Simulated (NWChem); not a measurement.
Molecule: ZnHI; SMILES [I][ZnH]

```xyz
3

Zn     0.0000     0.0000    -1.4951
H      0.0000     0.0000    -3.0313
I      0.0000     0.0000     0.9431
```
Atoms are numbered in this order, from 1.

Geometry: optimised at PBE0/def2-SVP. def2 effective core potentials on I; no spin-orbit coupling.

List the 6 lowest vertical singlet excitations from LRC-wPBEh/def2-SVPD with def2 effective core potentials on I, full TDDFT (NWChem).


| state | energy (eV) | oscillator strength | leading excitation (squared amplitude) |
|---|---|---|---|
| S1 | 5.80 | 0.039 | HOMO → LUMO+2 (0.96) |
| S2 | 5.80 | 0.039 | HOMO−1 → LUMO+2 (0.96) |
| S3 | 5.94 | 0.000 | HOMO−1 → LUMO+1 (0.49) |
| S4 | 5.97 | 0.000 | HOMO−1 → LUMO+1 (0.48) |
| S5 | 5.97 | 0.000 | HOMO−1 → LUMO (0.48) |
| S6 | 6.36 | 0.028 | HOMO−1 → LUMO (0.41) |
